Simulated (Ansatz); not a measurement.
Ansatz (an electronic-structure program) input for Mo(NH)2(OH)2 (H₄MoN₂O₂), SMILES [NH]=[Mo](=[NH])([OH])[OH], multiplicity 1, PBE/def2-SVPD. Geometry optimised at B3LYP-D3(BJ)/def2-SVP. The multiplicity is an assumed one; other spin states were not compared. The def2 effective core potentials stand for the cores of Mo; spin–orbit coupling is left out. The values are those of a single conformer.

Ansatz 0.2 input:
```yaml
crystal:
  periodic: [false, false, false]
  atoms:
    - {symbol: Mo, position_ang: [0.00000000, -0.00000000, -0.02687301]}
    - {symbol: N, position_ang: [0.28632053, -1.40510828, -1.00422850]}
    - {symbol: H, position_ang: [0.38330571, -1.92987941, -1.87178673]}
    - {symbol: N, position_ang: [-0.28632053, 1.40510829, -1.00422850]}
    - {symbol: H, position_ang: [-0.38330572, 1.92987942, -1.87178673]}
    - {symbol: O, position_ang: [-1.53915666, -0.35127097, 1.03303374]}
    - {symbol: H, position_ang: [-2.17969839, 0.35297323, 1.20144949]}
    - {symbol: O, position_ang: [1.53915666, 0.35127097, 1.03303373]}
    - {symbol: H, position_ang: [2.17969838, -0.35297324, 1.20144949]}
basis:
  gaussian:
    orbitals: def2-SVPD
hamiltonian:
  xc: {name: PBE}
```

It prints:

```
WARN ansatz: RAYON_NUM_THREADS=1 ignored (pool sized by the plan → 1); use --threads N
Functional definition: PBE
integrals: 0.08 GiB planned
1282 factors; their error is unknown
mean field: 0.57 GiB planned
mean field evaluation 1: about -8957.8272 eV, gradient 1.3e2 eV
mean field evaluation 2: about -8728.6229 eV, gradient 3.2e2 eV
mean field evaluation 4: about -8982.2160 eV, gradient 4.7e1 eV
mean field evaluation 8: about -8986.7088 eV, gradient 1.5e0 eV
mean field evaluation 16: about -8986.6651 eV, gradient 2.2e-3 eV
mean field -8986.66509525 eV, -330.2538508701 hartree, gradient 1.2e-5 eV, S^2 0.000000; 0 other end points of the search recorded, 0 dependent functions left out
reference -8986.66515682 eV, -330.2538531326 hartree; 24, 24 occupied and 128, 128 virtual orbitals, 1282 factors
Total energy: -8986.66515682 eV, -330.2538531326 hartree
```

Self-consistency was reached.
